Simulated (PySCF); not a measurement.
Complete the table, then read it.

| no. | species (SMILES) | atoms | electrons | dipole moment (D) | HOMO energy (eV) | LUMO energy (eV) | smallest rotational constant (GHz) |
| --- | --- | --- | --- | --- | --- | --- | --- |
| 1 | C/C(=C\CN[SiH3])C(F)F | 20 | 80 | 1.94 | ? | -0.31 | 0.422 |
| 2 | C#CCP(C)CCOC | 22 | 78 | ? | -6.43 | 1.08 | 0.639 |
| 3 | CC#CP(=O)(CC)CC | 22 | 78 | 4.66 | -7.37 | 0.16 | ? |
| 4 | C=[P@@]1(C)C[C@@H](C)[C@H]1[SiH3] | 23 | 80 | 2.77 | ? | 0.52 | 0.937 |
| 5 | CC1=C(C(C)C)[P@]1(C)=O | 22 | 78 | 4.41 | -6.81 | -0.01 | 0.877 |
| 6 | O[C@@H]1C[C@@]12C[C@H]2S[SiH3] | 18 | 78 | 3.04 | -6.88 | ? | 0.683 |

Levels: PBE0/pcSseg-1 for dipole moment, HOMO energy and LUMO energy; GFN2-xTB for smallest rotational constant. Geometries: GFN2-xTB. Species are written as SMILES; each is one conformer at its optimised geometry, gas phase, non-relativistic unless stated. Electronic properties by PySCF.

The conformers computed, where there is a choice (atom-mapped SMILES and torsion angles):
- `[CH3:1]/[C:2](=[CH:3]\[CH2:4][NH:5][SiH3:6])[CH:7]([F:8])[F:9]`: C2–C3–C4–N5 -136°, C3–C4–N5–Si6 -141°, C1–C2–C7–F8 -58°
- `[CH:1]#[C:2][CH2:3][P:4]([CH3:5])[CH2:6][CH2:7][O:8][CH3:9]`: C2–C3–P4–C5 170°, C3–P4–C6–C7 -164°, P4–C6–C7–O8 -40°, C6–C7–O8–C9 171°
- `[CH3:1][C:2]#[C:3][P:4](=[O:5])([CH2:6][CH3:7])[CH2:8][CH3:9]`: C3–P4–C6–C7 51°, C3–P4–C8–C9 72°
- `[CH3:1][C:2]1=[C:3]([CH:4]([CH3:5])[CH3:6])[P@:7]1([CH3:8])=[O:9]`: C2–C3–C4–C5 -120°
- `[OH:1][C@@H:2]1[CH2:3][C@@:4]12[CH2:5][C@H:6]2[S:7][SiH3:8]`: C5–C6–S7–Si8 -75°, H–O1–C2–C3 71°

**Question.** What is the HOMO energy in row 1?

**Answer.** -6.97 eV.

**Question.** What is the dipole moment in row 2?

**Answer.** 1.94 D.

**Question.** Row 3: the smallest rotational constant?

**Answer.** 0.782 GHz.

**Question.** What is the HOMO energy in row 4?

**Answer.** -5.39 eV.

**Question.** What is the LUMO energy in row 6?

**Answer.** 0.02 eV.

**Question.** In the completed table, which rows hold the lowest and the highest HOMO energy, and what is the mean?

**Answer.** Row 3 the lowest (-7.37 eV), row 4 the highest (-5.39 eV); the mean over the 6 rows is -6.64 eV.

**Question.** In the completed table, which rows hold the lowest and the highest smallest rotational constant, and what is the mean?

**Answer.** Row 1 the lowest (0.422 GHz), row 4 the highest (0.937 GHz); the mean over the 6 rows is 0.723 GHz.

**Question.** What is the HOMO–LUMO gap, row by row?

**Answer.** row 1: 6.66, row 2: 7.51, row 3: 7.53, row 4: 5.91, row 5: 6.80, row 6: 6.90 eV.
